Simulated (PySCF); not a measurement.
HfIH3, SMILES [I][HfH3], multiplicity 1. Atoms are numbered in the order given.

```xyz
5

Hf     0.0000     0.0000     1.1080
I      0.0000     0.0000    -1.6047
H     -1.4931     0.8620     1.7582
H      0.0000    -1.7240     1.7582
H      1.4931     0.8620     1.7582
```
Charge 0, spin multiplicity 1.

Coordinates come from a B3LYP-D3(BJ)/def2-TZVP optimisation. The spin state was assumed, not searched. The def2 effective core potentials stand for the cores of Hf, I; spin–orbit coupling is left out.

These are PySCF with ωB97X/def2-TZVPD values and carry that method's errors.

Mulliken values depend strongly on the basis, most of all with diffuse functions as here. ESP charges are fitted to the potential on shells at 1.4 to 2.0 van der Waals radii. Atomic charges (e):

```csv
atom,Mulliken,ESP fit
Hf1,0.88,(withheld)
I2,-0.28,(withheld)
H3,-0.20,(withheld)
H4,-0.20,(withheld)
H5,-0.20,(withheld)
```

Task: Fill in the missing entries. (The exact figures need the calculation; the answer reports its results.)

Result: 
- Hf1, ESP fit: 0.87
- I2, ESP fit: -0.19
- H3, ESP fit: -0.23
- H4, ESP fit: -0.23
- H5, ESP fit: -0.23
